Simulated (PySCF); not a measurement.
A ladder of Hamiltonians for Hg⁷⁴⁺ (mercury, charge +74)

Occupied: 1s1/2, 2s1/2, 2p1/2. Hartree-Fock calculated with PySCF 2.14 in an even-tempered Gaussian basis (18 s from 21 bohr⁻², ratio 2.3; 15 p from 25 bohr⁻², ratio 2.3), Gaussian nucleus throughout. NR is non-relativistic, sf-X2C the spin-free one-electron X2C Hamiltonian, X2C adds the bare one-electron spin-orbit term, X2C-SNSO screens it by Boettger's factors, DC is four-component Dirac-Coulomb, and the Gaunt and Breit terms are added at first order (total energies over the DC spinors, levels after relaxing the spinors in that mean field). QED terms are absent. Levels marked empty are virtual spinors of this ion.

| level (eV) | X2C | X2C-SNSO |
| --- | --- | --- |
| 1s1/2 | -92175.6 | -92178.8 |
| 2s1/2 | -22474.4 | -22475.3 |
| 2p1/2 | -22209.4 | -22162.4 |
| 2p3/2 (empty) | -19682.5 | -19697.0 |
| 3s1/2 (empty) | -9393.3 | -9393.5 |

**Question.** Where do the four-component calculations put these levels?

**Answer.** 1s1/2: DC -92266.5, DC+Gaunt -91996.0, DC+Breit -92004.7; 2s1/2: DC -22488.3, DC+Gaunt -22459.2, DC+Breit -22461.9; 2p1/2: DC -22177.3, DC+Gaunt -22117.7, DC+Breit -22124.0; 2p3/2 (empty): DC -19699.8, DC+Gaunt -19672.7, DC+Breit -19678.9; 3s1/2 (empty): DC -9396.8, DC+Gaunt -9388.7, DC+Breit -9389.9 (eV).

```tsv
Hamiltonian	E (hartree)	E − E(DC) (hartree)	CPU seconds
X2C	-10366.6219	2.6493	0.42
X2C-SNSO	-10363.1227	6.1485	0.42
DC	-10369.2712	0.0000	23
DC+Gaunt	-10355.7218	13.5494	39
DC+Breit	-10356.4045	12.8666	110
```

Weight of the small component: 1s1/2 0.0929, 2s1/2 0.0226, 2p1/2 0.0225, 2p3/2 0.0201, 3s1/2 0.00931.

Koopmans' value for the highest occupied level at DC+Breit: 22124.0 eV, against an ionisation energy of 22120 ± 90 eV (theoretical estimate listed by NIST; NIST Atomic Spectra Database, ionization energies); the former lacks relaxation, correlation, QED and recoil.

The whole ladder took 180 s of wall time on 1 thread of Neoverse-N1 (shared host), launched as `OMP_NUM_THREADS=1 python relrun2.py TASK.json OUT` (a driver that calls PySCF for each Hamiltonian).

Dirac-Coulomb iterations, started from the X2C spinors:

```
with_ssss True, with_gaunt False, with_breit False
light speed = 137.03599967994
init E= -10253.8237397161
cycle= 1 E= -10369.2700544728  delta_E= -115  |g|= 3.86  |ddm|= 0.134
cycle= 2 E= -10369.2711875815  delta_E= -0.00113  |g|= 0.0149  |ddm|= 0.00199
cycle= 3 E= -10369.271187648  delta_E= -6.65e-08  |g|= 0.000131  |ddm|= 3.14e-05
cycle= 4 E= -10369.271187648  delta_E= -1.09e-11  |g|= 1.86e-06  |ddm|= 4.19e-07
```
